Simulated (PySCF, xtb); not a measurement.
C₄H₁₁NSi, SMILES C/C(=C/[SiH3])CN. One conformer was computed; it need not be the lowest.

Harmonic wavenumbers (cm⁻¹) from GFN2-xTB run with xtb at its own minimum, in rising order: 102, 135, 154, 174, 291, 304, 335, 375, 432, 526, 562, 587, 729, 783, 807, 855, 874, 882, 905, 990, 1019, 1042, 1100, 1130, 1154, 1259, 1293, 1355, 1400, 1471, 1484, 1487, 1542, 1706, 2089, 2223, 2238, 2836, 2928, 2983, 3001, 3042, 3048, 3401, 3433.

Task: What does PySCF with PBE-D3(BJ)/def2-SVP give at its own minimum? (An estimate is asked for; the answer gives what the named calculation found.)

Result: 94, 144, 158, 190, 277, 319, 365, 408, 432, 532, 625, 642, 754, 782, 796, 850, 871, 920, 952, 977, 984, 1007, 1085, 1113, 1128, 1248, 1284, 1337, 1354, 1398, 1399, 1413, 1570, 1653, 2070, 2129, 2140, 2890, 2949, 2968, 3013, 3070, 3079, 3437, 3526. Paired by order, the mean absolute difference is 32 cm⁻¹ and the zero-point energies are 86.4 and 86.3 kcal/mol.
